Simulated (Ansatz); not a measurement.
`[Cl][In]([Br])[Br]` + H–F → `[F][In]([Br])[Br]` + HCl at 298.15 K and 1 bar (ligand exchange at the In–Cl bond).

Isolated molecules relaxed with PBE0-D4/def2-TZVP in Ansatz; ΔE leaves out vibrations. CCSD(T)/CBS adds triple-zeta CCSD(T) − MP2 to the extrapolated MP2 energy (def2 sets, frozen cores). This one scheme is used for every species. Elements past krypton have def2 core potentials. For Br, In outer-core shells are correlated without core-valence functions, which leaves a few kJ/mol of doubt a bond. Scalar relativity is left out up to krypton.

| species | CCSD(T)/CBS energy (Eh) | H − E (kJ/mol) | S (J/(mol·K)) |
| --- | --- | --- | --- |
| `[Cl][In]([Br])[Br]` | -5796.39121 | 26.2 | 372.8 |
| H–F | -100.39570 | 33.5 | 173.6 |
| `[F][In]([Br])[Br]` | -5436.38187 | 27.2 | 362.3 |
| HCl | -460.38127 | 26.6 | 186.8 |

H − E and S are ideal-gas, rigid-rotor, harmonic terms from PBE0-D4/def2-TZVP. 1 Eh = 2625.50 kJ/mol, R = 8.31446 J/(mol·K).

Task: By hand: ΔE, ΔH, ΔS and ΔG.

Result: ΔE = (-5436.38187) + (-460.38127) − (-5796.39121) − (-100.39570) = 0.02377 Eh = 62.4 kJ/mol. Δ(H − E) = 27.2 + 26.6 − 26.2 − 33.5 = -5.9, so ΔH = 56.5 kJ/mol. ΔS = 362.3 + 186.8 − 372.8 − 173.6 = 2.7 J/(mol·K). ΔG = 56.5 − 298.15 × (2.7)/1000 = 55.7 kJ/mol.

Task: By hand: the equilibrium constant, and the temperature at which ΔG would vanish if ΔH and ΔS stayed fixed.

Result: log₁₀ K = −ΔG/(RT ln 10) = -9.8. ΔG = 0 at ΔH/ΔS = 20926 K, far beyond where these terms or the molecules hold.

The number of gas molecules stays the same, so ΔS is small and ΔH decides. A doubt of 5 kJ/mol in ΔE shifts log₁₀ K by 0.9 here. These are equilibria of isolated gas molecules and say nothing of rates. Largest T1 diagnostic: 0.012 (customary marks: 0.02 for closed shells, 0.045 for open ones).
